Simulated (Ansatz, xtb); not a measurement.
**Ranking isomers of C4H4BN3**

12 gas-phase structures of C4H4BN3, from a drawn sample of its isomers (lower ones may exist). Each was relaxed with GFN2-xTB:

A. `Bc1nc(C#N)c[nH]1`, a singlet
B. `Bn1cncc1C#N`, a singlet
C. `Bc1cncn1C#N`, a singlet
D. `Bc1nccn1C#N`, a singlet
E. `Bn1cnc(C#N)c1`, a singlet
F. `Bc1[nH]cnc1C#N`, a singlet
G. `Bn1ccnc1C#N`, a singlet
H. `Bc1c[nH]c(C#N)n1`, a singlet
I. `Bc1cn(C#N)cn1`, a singlet
J. `Bc1nc[nH]c1C#N`, a singlet
K. `Bc1ncc(C#N)[nH]1`, a singlet
L. `Bc1cnc(C#N)[nH]1`, a singlet

Make a reasoned guess at their ranking by r2SCAN-D4/def2-SVP single-point energy.

Calculated order at r2SCAN-D4/def2-SVP: B (0.0), E (2.0), G (10.5), F (45.1), L (53.5), A (58.7), K (59.4), J (68.4), H (74.4), C (115.9), D (131.6), I (140.3) kJ/mol. Less than 1 kcal/mol parts B and E; A and K, so the order within those pairs means little.

Energies above the lowest of each column, in kJ/mol; the last columns are at PBE-D3(BJ)/def2-SVP geometries and were run for some of them only (a dash: not run or not comparable):

```tsv
structure	GFN2-xTB	HF/STO-3G	r2SCAN-D4/def2-SVP	PBE-D3(BJ)/def2-SVP	CCSD(T)/def2-SVP + ΔMP2/def2-TZVPP
B	0.0	8.3	0.0	0.0	2.1
E	4.2	0.0	2.0	2.0	0.0
G	9.2	13.7	10.5	10.4	12.7
F	78.5	93.2	45.1	43.9	57.6
L	85.0	104.6	53.5	51.2	68.1
A	89.9	98.4	58.7	56.4	71.0
K	85.4	110.0	59.4	–	–
J	94.0	115.9	68.4	–	–
H	104.3	114.3	74.4	–	–
C	67.8	151.0	115.9	–	–
D	76.7	161.3	131.6	–	–
I	86.4	164.4	140.3	–	–
```

CCSD(T)/def2-SVP + ΔMP2/def2-TZVPP has B and E within 1 kcal/mol of each other at the bottom, and every level picks one of them. CCSD(T)/def2-SVP + ΔMP2/def2-TZVPP orders those it was run on as E (0.0), B (2.1), G (12.7), F (57.6), L (68.1), A (71.0) kJ/mol. Less than 1 kcal/mol parts E and B; L and A, so the order within those pairs means little. Flexible structures stand in one conformer each, not always the lowest. Frequencies (GFN2-xTB) were run for A, B, E, F, G, L alone. ΔMP2 is the change of the MP2 energy from the smaller to the larger basis.

Over these structures GFN2-xTB departs from r2SCAN-D4/def2-SVP by 27.9 kJ/mol on average once a common shift is removed. A GFN2-xTB relaxation took about 0.11 s and the r2SCAN-D4/def2-SVP energy about 2.7 s on a shared host (Ansatz 0.2.0, xtb 6.7.1).
